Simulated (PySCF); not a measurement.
Computed IR spectrum (relative IR intensity) of a molecule C4H4Cl2. Geometry: B3LYP-D3(BJ)/def2-SVP. One conformer was computed; it need not be the lowest. Computed with PySCF 2.14.0 with B3LYP-D3(BJ)/def2-SVP. Frequencies are harmonic and unscaled.

Lines under 2 % of the strongest are left out, and lines within 2 cm⁻¹ are merged.

ν (cm⁻¹): 537 (m), 637 (m), 753 (vs), 801 (w), 948 (w), 1097 (s), 1206 (m), 1378 (w), 1394 (vw), 1442 (w), 1460 (vw), 2069 (vs), 3035 (w), 3112 (vw), 3147 (w) (against the strongest line: vs over 80 %, s over 45 %, m over 15 %, w over 4 %, vw less)

Question: Pick the molecule that these values belong to.
A. C=C=CC(Cl)Cl
B. C#CCC(Cl)Cl
C. CC(Cl)=C=CCl
D. C=CC=C(Cl)Cl

Answer: C, CC(Cl)=C=CCl
